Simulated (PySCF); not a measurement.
Rubidium: highly charged ions in a basis for the neutral atom

Rb¹⁹⁺ [Ar], Rb²⁰⁺ [Ne] 3s2 3p5. Calculation: PySCF 2.14, in cc-pVDZ-X2C (6s5p3d, 36 functions); the spin-free X2C one-electron Hamiltonian (Gaussian nucleus). No spin-orbit coupling, so a gap to NIST mixes the basis error with missing relativistic terms.

Changed run: basis of the neutral atom used for a highly charged ion. This setting is unsound on purpose.

```tsv
species	method	sound run (hartree)	changed run (hartree)	converged
Rb¹⁹⁺	UHF	not run	-2774.97967	yes
Rb¹⁹⁺	B3LYP	not run	-2775.83343	yes
Rb¹⁹⁺	LDA	not run	-2771.72085	yes
Rb²⁰⁺	UHF	not run	-2743.16227	yes
Rb²⁰⁺	B3LYP	not run	-2743.95837	yes
Rb²⁰⁺	LDA	not run	-2739.84748	yes
```

Ionisation energy of Rb¹⁹⁺:

```
method  changed run (eV)  NIST (eV)
   UHF            865.80    857 ± 3
 B3LYP            867.36    857 ± 3
   LDA            867.32    857 ± 3
```

The contracted functions were made for the neutral atom and can be too rigid for a highly charged ion.
